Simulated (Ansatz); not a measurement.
`[Cl][InH][I]` and `[Cl][InH][Cl]` differ in one atom or group.

Ansatz, PBE0-D4/def2-TZVP geometries, multiplicity 1. 

Elements past krypton have def2 core potentials.

```csv
property,`[Cl][InH][I]`
zero-point energy (PBE0-D4/def2-TZVP) / kJ/mol,20.1
HOMO energy (B3LYP/def2-TZVPP) / eV,-7.59
LUMO energy (PBE0/def2-TZVPP) / eV,-2.04
HOMO energy (ωB97M-V/def2-TZVPP) / eV,-9.96
HOMO–LUMO gap (ωB97M-V/def2-TZVPP) / eV,9.48
LUMO energy (B3LYP/def2-TZVPP) / eV,-2.29
```

(1) Give the same properties after the change, and the shifts. (An estimate is asked.)

Answers

(1) The calculation gave: 
| property | `[Cl][InH][Cl]` | shift |
| --- | --- | --- |
| zero-point energy (PBE0-D4/def2-TZVP) / kJ/mol | 21.5 | 1.4 |
| HOMO energy (B3LYP/def2-TZVPP) / eV | -8.65 | -1.06 |
| LUMO energy (PBE0/def2-TZVPP) / eV | -1.95 | 0.09 |
| HOMO energy (ωB97M-V/def2-TZVPP) / eV | -11.14 | -1.18 |
| HOMO–LUMO gap (ωB97M-V/def2-TZVPP) / eV | 10.76 | 1.28 |
| LUMO energy (B3LYP/def2-TZVPP) / eV | -2.23 | 0.06 |

With PBE0 the HOMO falls by 1.08 eV and the LUMO rises by 0.09 eV, so the gap widens by about 1.17 eV. PBE moves the HOMO by -0.83 eV and ωB97M-V by -1.18 eV.

B3LYP here is the variant with VWN-RPA as its local correlation; programs differ in this.

Spin–orbit coupling is left out; it splits and shifts lone-pair levels of the heavy atoms by tenths of an eV.
